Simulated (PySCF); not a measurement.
## A survey of 29Si NMR shifts

Method: geometry from GFN2-xTB, NMR shieldings at PBE0/pcSseg-1/GIAO, in PySCF 2.14.0 with density-fitted response routines (no solvent model, relativity neglected, a single conformation, one averaged value for each set of equivalent atoms).

Shieldings were converted by a linear fit to measured shifts: 29Si: δ = 279.94 − 0.822σ (rms 8.9 ppm, 72 shifts, 25.8 ppm with the 6 outliers that the fit left out vs TMS, solution or neat liquid). A few per cent of atoms miss by over 2 rms, more outside the fitted compound classes.

Task: Give the 29Si shifts of `CO[Si@@H](C)[SiH2][C@@H](F)C=O`, `[SiH3]C[SiH]1NCCN1`, `N[SiH](N)C1C[SiH2]C1`, `C=C[Si@@H]1CC=C([SiH2]C)[C@@H]1F`, `[SiH3]N[C@H]1CNC[SiH2]1`, `CC#C[C@@H]([SiH3])[SiH2]/C=C/CF`.

Result: 
```
                                                                   compound                                             environment  δ (ppm)
          [CH3:1][O:2][Si@@H:3]([CH3:4])[SiH2:5][C@@H:6]([F:7])[CH:8]=[O:9]                      Si3: silicon bonded to C, O, Si, H     -6.1
          [CH3:1][O:2][Si@@H:3]([CH3:4])[SiH2:5][C@@H:6]([F:7])[CH:8]=[O:9]                       Si5: silicon bonded to C, Si, 2 H    -66.7
                         [SiH3:1][CH2:2][SiH:3]1[NH:4][CH2:5][CH2:6][NH:7]1  Si3: silicon bonded to C, 2 N, H, in a 5-membered ring    -15.0
                         [SiH3:1][CH2:2][SiH:3]1[NH:4][CH2:5][CH2:6][NH:7]1                           Si1: silicon bonded to C, 3 H    -72.2
                      [NH2:1][SiH:2]([NH2:3])[CH:4]1[CH2:5][SiH2:6][CH2:7]1                        Si2: silicon bonded to C, 2 N, H    -19.7
                      [NH2:1][SiH:2]([NH2:3])[CH:4]1[CH2:5][SiH2:6][CH2:7]1   Si6: silicon bonded to 2 C, 2 H, in a 4-membered ring    -28.0
[CH2:1]=[CH:2][Si@@H:3]1[CH2:4][CH:5]=[C:6]([SiH2:7][CH3:8])[C@@H:9]1[F:10]     Si3: silicon bonded to 3 C, H, in a 5-membered ring    -15.5
[CH2:1]=[CH:2][Si@@H:3]1[CH2:4][CH:5]=[C:6]([SiH2:7][CH3:8])[C@@H:9]1[F:10]                         Si7: silicon bonded to 2 C, 2 H    -51.9
                        [SiH3:1][NH:2][C@H:3]1[CH2:4][NH:5][CH2:6][SiH2:7]1   Si7: silicon bonded to 2 C, 2 H, in a 5-membered ring    -30.9
                        [SiH3:1][NH:2][C@H:3]1[CH2:4][NH:5][CH2:6][SiH2:7]1                           Si1: silicon bonded to N, 3 H    -55.9
   [CH3:1][C:2]#[C:3][C@@H:4]([SiH3:5])[SiH2:6]/[CH:7]=[CH:8]/[CH2:9][F:10]                         Si6: silicon bonded to 2 C, 2 H    -38.2
   [CH3:1][C:2]#[C:3][C@@H:4]([SiH3:5])[SiH2:6]/[CH:7]=[CH:8]/[CH2:9][F:10]                           Si5: silicon bonded to C, 3 H    -61.8
```
